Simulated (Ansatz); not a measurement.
Ligand exchange: C5H11N + GaH(CH3)(SH) → C5H10S + GaH(CH3)(NH2)

Species: C5H11N (cyclopentylamine) `NC1CCCC1`, singlet; GaH(CH3)(SH), singlet; C5H10S (cyclopentanethiol) `SC1CCCC1`, singlet; GaH(CH3)(NH2), singlet. The partners trade NH2 for SH: C–NH2 and Ga–SH bonds give way to C–SH and Ga–NH2.

Shapes, held fixed at every level: PBE0-D4/def2-TZVP. Flexible molecules stand in one conformer, not always the lowest. Programs: Ansatz 0.2.0. Electronic energies: no zero-point or thermal term.

```csv
level,kind,ΔE (kJ/mol),less CCSD(T)/def2-TZVPP
HF/def2-TZVPP,Hartree–Fock,+41.8,+13.0
PBE-D4/def2-TZVPP,GGA,+33.4,+4.6
B3LYP-D4/def2-TZVPP,global hybrid,+31.4,+2.6
r2SCAN0-D4/def2-TZVPP,global hybrid,+35.7,+6.9
wB97M-V/def2-TZVPP,range-separated hybrid,+31.5,+2.7
wB97X-V/def2-TZVPP,range-separated hybrid,+31.2,+2.4
MP2/def2-TZVPP,perturbation theory,+23.3,-5.5
CCSD(T)/def2-TZVPP,coupled cluster or CI,+28.8,0.0
```

The highest level, CCSD(T)/def2-TZVPP, gives ΔE = +28.8 kJ/mol; the levels span +23.3 to +41.8. The column of differences is taken from that level and isn't an error. No measured value is set beside it here. Relativity is left out for Ga. Outer-core shells of Ga are correlated in most correlated rows, in sets that cover them unevenly.
